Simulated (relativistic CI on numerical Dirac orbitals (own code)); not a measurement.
# Spin-allowed bands of a d8 ion in a tetrahedral site, by hand

Problem. Take Δ = 5500 cm⁻¹ and B = 690 cm⁻¹ for a d8 ion in a tetrahedral site. Calculate the three spin-allowed bands.

Working.
1. The terms of highest spin are 3F (energy 0) and 3P (15B = 10350 cm⁻¹). Here the F term splits into A2 at +1.2Δ = 6600, T2 at +0.2Δ = 1100 and T1 at −0.6Δ = -3300 cm⁻¹.
2. The two T1 states mix through the element 0.4Δ: H = [[-3300, 2200], [2200, 10350]], with roots ½(H₁₁ + H₂₂) ∓ ½√[(H₂₂ − H₁₁)² + 4H₁₂²] = ½(7050) ∓ ½(14342) = -3646 and 10696 cm⁻¹.
3. The ground term is 3T1 at -3646 cm⁻¹.
4. Bands: 3T2 4746 cm⁻¹ (2107 nm), 3A2 10246 cm⁻¹ (976 nm), 3T1(P) 14342 cm⁻¹ (697 nm).

Check. Exact diagonalisation of the whole d8 shell with these parameters gives 3T2 4746, 3A2 10246, 3T1 14342 cm⁻¹. The match is exact, since without spin-orbit coupling no other term has this spin. The ratio of the second band to the first, 2.159, depends on Δ/B = 8.0 alone, which is how a Tanabe-Sugano diagram is read.
